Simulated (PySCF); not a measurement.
SMILES OB(O)[SeH], singlet (PBE0/def2-SVP optimised geometry):

```
7

B     -0.226     0.249     0.000
O     -0.938    -0.911     0.000
H     -0.411    -1.714     0.000
O     -0.878     1.435     0.000
H     -1.835     1.309     0.000
Se     1.745     0.249     0.000
H      1.835     1.714     0.003
```

Level of theory: PBE0/def2-TZVP (PySCF).

What are the frontier orbital energies and the dipole moment?

HOMO-2 -9.70 eV, HOMO-1 -8.99 eV, HOMO -7.10 eV, LUMO -0.02 eV, LUMO+1 0.84 eV; dipole moment 1.28 D.

On the same geometry PBE/def2-TZVP run with PySCF gives HOMO-2 -7.95 eV, HOMO-1 -7.70 eV, HOMO -5.92 eV, LUMO -0.89 eV, LUMO+1 -0.03 eV; dipole moment 1.29 D.

Meta-Löwdin charges at PBE0/def2-TZVP: B1 0.35, O2 -0.53, H3 0.36, O4 -0.52, H5 0.36, Se6 -0.11, H7 0.09.
